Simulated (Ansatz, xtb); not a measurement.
## C5H7NO: which of two isomers lies lower

Structure I is `NC1=CC=C(O)C1`, a singlet and structure II is `NC1=CC(O)=CC1`, a singlet. Both are isolated molecules in the gas phase, relaxed with B3LYP/def2-SVP; the shapes shown needn't be the lowest conformers.

I (Å):

```
atom    x (Å)    y (Å)    z (Å)
   C   0.3422  -0.0829  -0.9960
   C   1.2633  -0.6357  -0.1641
   C   0.8591  -0.4282   1.2365
   C  -0.3095   0.2502   1.2589
   C  -0.7554   0.5434  -0.1580
   N   0.3674   0.0768  -2.3806
   O  -1.0457   0.5691   2.3580
   H  -0.5311  -0.0547  -2.8393
   H   1.0841  -0.4745  -2.8444
   H   2.1806  -1.1397  -0.4740
   H   1.4028  -0.7839   2.1115
   H  -1.7249   1.2099   2.1150
   H  -1.7502   0.1044  -0.3645
   H  -0.8293   1.6277  -0.3618
```

II (Å):

| atom | x (Å) | y (Å) | z (Å) |
| --- | --- | --- | --- |
| C | -0.0906 | -0.5417 | -0.8364 |
| C | 0.6478 | -0.8587 | 0.2624 |
| C | 0.5877 | 0.2737 | 1.1893 |
| C | -0.1690 | 1.2836 | 0.6874 |
| C | -0.6791 | 0.8448 | -0.6631 |
| N | -0.3887 | -1.3122 | -1.9401 |
| O | 1.2547 | 0.1995 | 2.3649 |
| H | -0.6129 | -0.8157 | -2.7950 |
| H | 0.1918 | -2.1289 | -2.0948 |
| H | 1.1942 | -1.7816 | 0.4561 |
| H | 1.1154 | 1.0214 | 2.8543 |
| H | -0.3777 | 2.2490 | 1.1478 |
| H | -1.7831 | 0.7971 | -0.7161 |
| H | -0.3553 | 1.5136 | -1.4846 |

Problem. Which of the two would you expect CCSD(T)/def2-SVP + ΔMP2/def2-TZVPP electronic energies to favour?

Solution. Structure II; the calculation gives E(II) − E(I) = −17.9 kJ/mol.

The same difference at several levels:

| level | geometry | E(II) − E(I) (kJ/mol) | departure from the last row (kJ/mol) | job, with rough time for the two |
| --- | --- | --- | --- | --- |
| GFN2-xTB | GFN2-xTB | −10.9 | +7.0 | optimisation, 0.38 s |
| HF/STO-3G | GFN2-xTB | −10.4 | +7.5 | single point, 1.5 s |
| r2SCAN-D4/def2-SVP | GFN2-xTB | −24.3 | −6.4 | single point, 11 s |
| B3LYP/def2-SVP | B3LYP/def2-SVP | −22.6 | −4.7 | optimisation, 2.7 min |
| HF/def2-SVP | B3LYP/def2-SVP | −28.1 | −10.2 | part of the CCSD(T) run |
| MP2/def2-SVP | B3LYP/def2-SVP | −20.3 | −2.4 | part of the CCSD(T) run |
| CCSD(T)/def2-SVP | B3LYP/def2-SVP | −18.5 | −0.6 | single point |
| CCSD(T)/def2-SVP + ΔMP2/def2-TZVPP | B3LYP/def2-SVP | −17.9 |  | single point, 3.2 min |

As drawn, both hold the same kinds of bond in the same numbers.

The levels shown agree on the order. The largest departure from CCSD(T)/def2-SVP + ΔMP2/def2-TZVPP is that of HF/def2-SVP, 10.2 kJ/mol. The last row adds to CCSD(T) the change of the MP2 difference between the two basis sets, here +0.6 kJ/mol.

With thermal terms from frequencies at re-optimised GFN2-xTB minima (ideal gas, soft modes damped towards free rotors, one conformer each, 298.15 K, 1 atm): the zero-point term adds +0.7 kJ/mol; ΔH is −17.8 and ΔG −16.5 kJ/mol.

The correlated steps freeze 7 core orbitals. Codes used: Ansatz 0.2.0, xtb 6.7.1; the last row on 2 threads of Intel(R) Xeon(R) Processor @ 2.50GHz (Skylake/Cascade Lake) on a shared host.
